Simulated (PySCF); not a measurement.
**H3NbO: one-bond stretch**

These are results of PBE0 in PySCF with Nb def2-TZVP with ECP28, O def2-TZVP, H def2-TZVP; scalar-relativistic core potentials, no spin–orbit coupling; density-fitted integrals, not measurements.

Rigid scan from the singlet minimum (Nb–H 1.771 Å (×3), Nb–O 1.669 Å; H–Nb–H 115.4° (×3), H–Nb–O 102.6° (×3)). Coordinate: the bond from Nb to the last atom (H) scaled, the rest fixed. Energies in kJ/mol from the minimum.

| scale of one bond | E (kJ/mol) | dipole size (D) |
| --- | --- | --- |
| 0.92 | 14.2 | 2.61 |
| 0.96 | 3.2 | 2.54 |
| 1.00 | 0.0 | 2.48 |
| 1.05 | 4.2 | 2.42 |
| 1.12 | 20.8 | 2.37 |
| 1.20 | 49.2 | 2.36 |
| 1.35 | 114.1 | 2.44 |
| 1.55 | 201.2 | – |
| 1.80 | 292.9 | – |
| 2.20 | 393.5 | – |

At long bonds a restricted determinant can lie too high, and another spin state can fall below this curve.

The scan took 11 s on 2 threads of a shared INTEL XEON PLATINUM 8581C @ 2.30GHz (Emerald Rapids) host; the process peaked at 1.1 GiB.
